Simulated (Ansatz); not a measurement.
Ansatz (a program for electronic structure) input:

Ansatz 0.2 input:
```yaml
crystal:
  periodic: [false, false, false]
  atoms:
    - {symbol: C, position_ang: [1.58239820, -1.42234170, 0.35878884]}
    - {symbol: Al, position_ang: [-0.04397248, -0.37483551, 0.14957601]}
    - {symbol: C, position_ang: [-1.85799230, -0.92831481, 0.58444618]}
    - {symbol: Cl, position_ang: [0.18571721, 1.58398258, -0.63524322]}
    - {symbol: H, position_ang: [1.38865549, -2.42546476, 0.74386940]}
    - {symbol: H, position_ang: [2.10587769, -1.51983599, -0.59638541]}
    - {symbol: H, position_ang: [2.27613236, -0.92516163, 1.04279840]}
    - {symbol: H, position_ang: [-2.30001899, -0.25648994, 1.32564469]}
    - {symbol: H, position_ang: [-1.90317112, -1.94524565, 0.97926679]}
    - {symbol: H, position_ang: [-2.49946120, -0.87870518, -0.29995754]}
basis:
  gaussian:
    orbitals: def2-TZVPD
hamiltonian:
  xc: {name: BLYP}
output: {forces: true}
```

### Question
Predict the final energy.

### Answer
-782.54247 Eh (BLYP/def2-TZVPD). The basis has 217 functions.
